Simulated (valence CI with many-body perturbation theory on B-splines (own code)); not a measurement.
# Bi XIII in brief

Level of theory: relativistic CI+MBPT: three valence electrons over a frozen Dirac-Fock core [Xe] 4f14, radial functions for each j: 9 s, 9 p, 10 d, 8 f, 5 g, 3 h, 1 i, with the one-electron correlation potential Σ1, the two-electron term Σ2, the three-electron term Σ3, Breit, model QED; selected CI, second order for the rest, scaled by the run's own slope (own B-spline code, finite nucleus).

No measured spectrum was set against this ion. As an estimate, terms of the open shell hold to 2 to 4 % of their energy, and close levels can change places. The list stops below the first excitations out of the core. Only levels of the ground parity were solved; by the run's estimate the other parity begins above the list, which can be wrong where configurations are misplaced.

Levels are named by their leading jj configuration (3d3/2^4 stands for four electrons in 3d with j = 3/2), which in mixed levels can hold well under half, so a name can repeat and another be missing.

Rates and lifetimes use the calculated energies. Strong lines usually hold to 10 to 20 %, long lifetimes can be off by a factor of two.

(1) What is the ground level?

(2) Name the longest-lived excited levels whose lifetime is computed, and their main decay.

(3) What is the ionisation energy?

(4) How well does LS coupling describe the low levels?

## Answers

(1) (5d3/2^3) J=3/2, composition 64 % 5d³ ⁴F + 28 % 5d³ ²D + 6 % 5d³ ²P, g = 0.601.

(2) (5d3/2^2 5d5/2) J=9/2 at 38272 cm⁻¹ lives 3.51 s, mostly by M1 to (5d3/2^2 5d5/2) J=7/2; (5d3/2^2 5d5/2) J=7/2 at 35261 cm⁻¹ lives 31.2 ms, mostly by M1 to (5d3/2^2 5d5/2) J=5/2.

(3) 230.48 eV; NIST lists 229 ± 3 eV (theoretical).

(4) Among the lowest 20 levels the leading LS term, summed over configurations, holds 65 % on average. For single configurations the figures are 65 % in LS and 86 % in jj coupling. Terms mix most in the J = 3/2 level at 72163 cm⁻¹, where the leading one holds 42 %.
